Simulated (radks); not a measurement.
Values are calculated unless marked as measured or tabulated.
Q: All-electron atom: Yb16+ in [Kr] 4d10 4f8 (the NIST ground configuration). Level of theory: scalar-relativistic Kohn-Sham, LB94 model potential, spin-polarised, spherical densities, finite nucleus; open shells are filled with parallel spins first (spin-orbit coupling, left out, can overturn this in heavy ions); Fermi nuclear charge, rms radius 5.3108 fm (a radial shooting solver on a logarithmic mesh with Libxc functionals). Some entries of the table are withheld. Estimate them.

orbital  occ.  eigenvalue (hartree)  r(max) (bohr)  <1/r> (bohr^-1)
1s down     1             -2272.581        0.01236            80.70
1s up       1             -2272.581        0.01236            80.70
2s down     1             -397.5743        0.07051            18.82
2s up       1             -397.5696        0.07051            18.82
2p down     3             -352.3778        0.05748            17.30
2p up       3             -352.3742        0.05748            17.30
3s up       1             -101.0338         0.1994            6.947
3s down     1             -101.0326         0.1994            6.951
3p up       3             -87.38811         0.1965            6.476
3p down     3             -87.38284         0.1965            6.480
3d up       5             -70.71953         0.1600            6.139
3d down     5             -70.71836         0.1600            6.142
4s up       1             -30.97966            (1)            2.976
4s down     1             -30.76380            (2)            2.972
4p up       3             -26.43769         0.4723            2.733
4p down     3             -26.22986         0.4725            2.728
4d up       5             -20.44089            (3)            2.463
4d down     5             -20.24281            (4)            2.457
4f up       7             -13.71946         0.4484            2.118
4f down     1             -13.54078         0.4486            2.113

A: 
(1) 4s up r(max) (bohr): 0.4523
(2) 4s down r(max) (bohr): 0.4523
(3) 4d up r(max) (bohr): 0.4832
(4) 4d down r(max) (bohr): 0.4836
